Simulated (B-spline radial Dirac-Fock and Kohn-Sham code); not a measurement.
Sm³⁺: non-radiative channels of the 3p3/2 vacancy

System: samarium as Sm³⁺, configuration [Xe] 4f3 5d2 (not the ground configuration).

The computed values come from a radial atomic solver: a relativistic independent-particle model: LDA orbitals of the hole state, radiative multipoles to third order, Auger rates from the Coulomb interaction with a continuum orbital, Dirac-Fock energies. Kinetic energies are configuration averages from the vacuum level; the two-hole energies are estimated from single-hole states.

```tsv
transition	kinetic energy (eV)	width (meV)	share (%)
M3-M4N4	94.30	104	2.6
M3-M4N5	98.57	85.9	2.2
M3-M5N4	119.2	439	11.2
M3-M5N5	125.1	679	17.3
M3-M4O1	209.2	27.5	0.7
M3-M4O2	234.0	20.5	0.5
M3-M5O1	235.0	162	4.1
M3-M4N6	235.4	45.6	1.2
M3-M4N7	235.7	69.8	1.8
M3-M4O3	239.0	88.1	2.2
M3-M5O2	259.8	140	3.6
M3-M5N6	260.8	446	11.4
M3-M5N7	261.8	536	13.6
M3-M5O3	264.9	230	5.8
M3-N1N3	730.9	59.8	1.5
M3-N2N3	801.3	70.5	1.8
M3-N3N3	828.6	101	2.6
M3-N3N4	951.1	142	3.6
M3-N3N5	957.7	191	4.9
M3-N4N5	1078.0	17.8	0.5
M3-N3N6	1090.4	21.0	0.5
M3-N3N7	1091.3	24.4	0.6
M3-N3O3	1092.5	29.4	0.7
M3-N5O3	1219.2	22.0	0.6
```

Coster-Kronig rates are the weakest part of this model and often come out 1.5 to 2.5 times too large. The listed channels hold 95 % of the non-radiative rate. Summed by principal shells, of 3.93 eV in all: MMN 61.2 %, MNN 17.7 %, MMO 17.7 %, MNO 3.3 %.
